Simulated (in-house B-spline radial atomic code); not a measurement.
## The erbium ion Er⁸⁺: [Kr] 4d10 4f9 5s2 5p2 7s1 (an excited or competing configuration)

Method: Dirac-Hartree-Fock, average of configuration, Fermi nucleus of rms radius 5.2516 fm. Calculated with an all-electron radial atomic-structure program (B-spline basis).

Screening seen three ways: the hydrogenic charge with the same mean radius, Z_r = [3n² - l(l+1)]/(2<r>), the one with the same energy, Z_e = n√(-2ε), and Slater's rules. Values are occupation-weighted means over j. An effective charge above Z reflects the relativistic contraction of the inner shells.

```csv
shell,electrons,ε (eV),<r> (bohr),Z_r,Z_e,Slater
1s,2,-57985,0.02037,73.65,65.28,67.70
2s,2,-9994.6,0.08583,69.91,54.21,63.85
2p,6,-8891.6,0.07638,65.46,51.13,63.85
3s,2,-2414.5,0.2242,60.21,39.96,56.75
3p,6,-2068.5,0.2233,55.98,36.99,56.75
3d,10,-1615.4,0.2036,51.56,32.69,46.85
4s,2,-624.53,0.5059,47.44,27.10,40.25
4p,6,-506.35,0.5348,43.01,24.40,40.25
4d,10,-340.72,0.5746,36.55,20.02,28.85
5s,2,-187.35,1.135,33.03,18.55,16.00
4f,9,-162.5,0.6601,27.27,13.82,19.20
5p,2,-155.85,1.25,29.19,16.92,16.00
7s,1,-51.495,3.617,20.32,13.62,9.00
```

The least bound orbital is 7s1/2 at -51.5 eV, and it is also the most diffuse (<r> = 3.617 bohr).

Spin-orbit splittings of the orbital energies (j = l + 1/2 above j = l - 1/2 when positive): 2p 919.1 eV, 3p 196.5 eV, 3d 42.42 eV, 4p 45.18 eV, 4d 8.428 eV, 4f 1.323 eV, 5p 8.337 eV.

For the 1s electron the small component carries 6.48 % of the norm, the zero-frequency Breit interaction raises the level by 183.9 eV, self-energy by 112 eV, and vacuum polarisation lowers it by 19.37 eV.
